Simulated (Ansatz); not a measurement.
Consider the formal exchange of groups at a C–C bond: `CCC#N` + `FC[SiH3]` → `N#C[SiH2]CF` + `CC`.

Isolated molecules relaxed with PBE0-D4/def2-TZVP in Ansatz; ΔE leaves out vibrations. CCSD(T)/CBS is the MP2 limit (def2-TZVPP, def2-QZVPP) plus CCSD(T) − MP2 in def2-TZVPP, frozen cores. This one scheme is used for every species. Functionals use def2-TZVPP. B3LYP here is the variant with VWN-RPA as its local correlation; programs differ in this. Each species was taken in one conformer, which may not be the lowest.

`CCC#N`:

```xyz
9

C     0.170    0.717   -0.707
C     0.248   -0.129    0.560
C    -0.709   -1.225    0.556
N    -1.471   -2.085    0.535
H    -0.821    1.157   -0.821
H     0.903    1.523   -0.660
H     0.377    0.113   -1.592
H     0.056    0.483    1.447
H     1.248   -0.554    0.681
```

`FC[SiH3]`:

```xyz
8

F     0.742    1.536   -0.914
C     0.669    0.682    0.181
Si   -0.624   -0.670   -0.120
H     0.417    1.280    1.064
H     1.662    0.251    0.345
H    -0.654   -1.547    1.082
H    -0.251   -1.472   -1.312
H    -1.961   -0.059   -0.325
```

`N#C[SiH2]CF`:

Cartesian coordinates in Å:
```
N -1.894 -2.070 -0.937
C -1.096 -1.240 -0.896
Si 0.180 0.094 -0.766
C 0.341 0.482 1.077
F 1.287 1.483 1.245
H 1.442 -0.434 -1.328
H -0.308 1.260 -1.532
H 0.659 -0.400 1.642
H -0.611 0.825 1.494
```

`CC`:

Cartesian coordinates in Å:
```
C 0.439 -0.329 -0.525
C -0.439 0.329 0.525
H 0.847 -1.277 -0.165
H -0.120 -0.539 -1.439
H 1.283 0.310 -0.796
H -0.847 1.277 0.165
H 0.120 0.539 1.439
H -1.284 -0.309 0.795
```

| level | ΔE (kJ/mol) | difference from CCSD(T)/CBS |
| --- | --- | --- |
| PBE-D4 | -39.4 | 6.6 |
| revPBE-D4 | -40.4 | 5.6 |
| BLYP-D4 | -44.4 | 1.6 |
| PBE0-D4 | -38.7 | 7.3 |
| B3LYP-D4 | -43.3 | 2.7 |
| ωB97X-V | -40.9 | 5.1 |
| PBE | -39.2 | 6.8 |
| SCS-MP2/def2-QZVPP | -47.5 | -1.5 |
| HF/CBS(def2) | -41.3 | 4.7 |
| MP2/CBS(def2) | -47.9 | -1.9 |
| CCSD(T)/CBS | -46.0 | 0 |

(1) What do rigid-rotor, harmonic-oscillator terms from PBE0-D4/def2-TZVP frequencies (298.15 K, 1 bar) make of the CCSD(T)/CBS value? (Best estimate.)

Largest T1 diagnostic among the species: 0.013.

Results:

(1) Computed: ΔZPE = +3.5 kJ/mol, ΔH = -41.0 kJ/mol, ΔS = -8 J/(mol·K), ΔG = -38.6 kJ/mol.

Leaving LDA and LC-ωPBE aside and taking each functional with its dispersion term where it has one, the values, not all of them listed here, spread over 6.5 kJ/mol, from B2PLYP to PBE0-D4. LDA lies +9.1 kJ/mol from PBE without D4. At CCSD(T), def2-SVP lies +8.7 kJ/mol from the extrapolated value and def2-TZVPP +0.8 kJ/mol. In def2-TZVPP, CCSD(T) changes the Hartree–Fock value by −3.9 kJ/mol (the triples alone add −0.7 kJ/mol) and MP2 by −5.7 kJ/mol.
